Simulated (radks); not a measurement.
The numbers below are computed, except where a source is named.
Question: The mean radii <r> (bohr) of the occupied orbitals of an atom or ion are listed with their occupations. Level of theory: scalar-relativistic Kohn-Sham, PBE, spin-polarised, spherical densities, finite nucleus; Fermi nuclear charge, rms radius of each element as measured or else 0.836 A^(1/3) + 0.57 fm (a radial shooting solver on a logarithmic mesh with Libxc functionals).

| orbital | occ. | <r> |
|---|---|---|
| 1s up | 1 | 0.03428 |
| 1s down | 1 | 0.03428 |
| 2s up | 1 | 0.1494 |
| 2s down | 1 | 0.1494 |
| 2p up | 3 | 0.1302 |
| 2p down | 3 | 0.1301 |
| 3s up | 1 | 0.4070 |
| 3s down | 1 | 0.4073 |
| 3p up | 3 | 0.4052 |
| 3p down | 3 | 0.4056 |
| 3d up | 5 | 0.3804 |
| 3d down | 4 | 0.3810 |

Name the element and its charge. Open shells, if any, are filled with parallel spins first.

Answer: Z = 43, technetium, charge +16: Tc16+ in [Ar] 3d9. The 1s radius gives Z: for a bare nucleus <r> = (2 gamma + 1)/(2Z) with gamma = sqrt(1 - (Z/c)^2), 0.03371 bohr for Z = 43, and screening makes it slightly larger (0.03428 here). The occupations add up to 27, and the charge is Z minus that.
